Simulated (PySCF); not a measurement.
## ¹⁵N chemical shifts

One averaged value for each set of equivalent atoms, one computed conformer, no relativistic terms, no solvent. Geometry from GFN2-xTB; GIAO PBE0/pcSseg-1 shieldings; PySCF 2.14.

Shieldings were converted by a linear fit to measured shifts: ¹⁵N (scatter 6.3 ppm rms vs CH3NO2, solution or neat liquid). A few per cent of atoms miss by over 2 rms, more outside the fitted compound classes.

Question: Give the ¹⁵N shifts of `N[Si@@H](F)C1CCC1`, `N[Si@@H](F)C1CCC1`, `N[Si@@H](F)C1CCC1`, `C[C@]1(N[SiH3])C=C(Cl)C[SiH2]1`.

Answer: 
```csv
compound,environment,δ (ppm)
N[Si@@H](F)C1CCC1,"nitrogen bonded to Si, 2 H",-375.7
N[Si@@H](F)C1CCC1,"nitrogen bonded to Si, 2 H",-375.7
N[Si@@H](F)C1CCC1,"nitrogen bonded to Si, 2 H",-375.7
C[C@]1(N[SiH3])C=C(Cl)C[SiH2]1,"nitrogen bonded to C, Si, H",-348.6
```

Question: Match the shifts -64.5, -124.8, -339.8, -391.2 ppm to `CS[Si@@H]1C[C@H]1C#N`, `C[SiH2]N1CC(F)C1`, `C=Pc1cccnc1`, `C[C@@H]1C[Si@@H](CF)N1`.

Answer: -64.5: C=Pc1cccnc1 (pyridine-type ring nitrogen); -124.8: CS[Si@@H]1C[C@H]1C#N (nitrile nitrogen); -339.8: C[C@@H]1C[Si@@H](CF)N1 (nitrogen bonded to C, Si, H, in a 4-membered ring); -391.2: C[SiH2]N1CC(F)C1 (nitrogen bonded to 2 C, Si, in a 4-membered ring).
